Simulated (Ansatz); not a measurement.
Total energies of CuFH2O, SMILES `[OH2+][Cu-][F]`.

Cartesian coordinates in Å:
```
O 0.876 0.267 -0.341
Cu -0.691 -0.513 0.460
F -2.118 -1.226 1.190
H 0.839 0.328 -1.301
H 1.094 1.144 -0.008
```

The species carries charge 0 and has multiplicity 1. Correlated methods include outer-core shells of Cu, which these sets cover unevenly. Scalar relativity is left out up to krypton. Geometry: relaxed with PBE0-D4/def2-TZVP. It is one conformer, not always the lowest. Basis def2-TZVPP, Ansatz.

RPA on PBE orbitals: Hartree–Fock energy of these orbitals -1814.43691 Eh, correlation -1.82036 Eh (frozen core).

```tsv
functional	energy without D4 (Eh)	D4 term (kJ/mol)
LDA (SPW92)	-1812.97920	–
PBE	-1816.50356	-4.9
BLYP	-1817.00265	-11.1
r2SCAN	-1816.82804	-1.1
PBE0	-1816.49346	-4.1
r2SCANh	-1816.79388	-1.2
r2SCAN0	-1816.74477	-1.3
BHLYP	-1816.77625	-6.2
LC-ωPBE	-1816.61757	–
PBE-QIDH	-1816.34425	–
```

Q: Give the same for revPBE, B97M-V, B3LYP, HSE06 (plane-wave form), CAM-B3LYP, ωB97X-V, ωB97M-V, B2PLYP. (Estimate.)

A: Computed: 
```
             functional  energy without D4 (Eh)  D4 term (kJ/mol)
                 revPBE             -1816.76100             -15.7
                 B97M-V             -1816.51808                 –
                  B3LYP             -1816.97205              -8.0
HSE06 (plane-wave form)             -1816.48298              -3.8
              CAM-B3LYP             -1816.98076              -4.1
                ωB97X-V             -1816.69415                 –
                ωB97M-V             -1816.77609                 –
                 B2PLYP             -1816.64826                 –
```

B3LYP takes the VWN-RPA correlation (the form of Gaussian; ORCA's B3LYP/G). HSE06 is the plane-wave form, built on full-range PBE exchange. The double hybrids freeze the cores in their second-order part.

LC-ωPBE has ω = 0.4 bohr⁻¹.
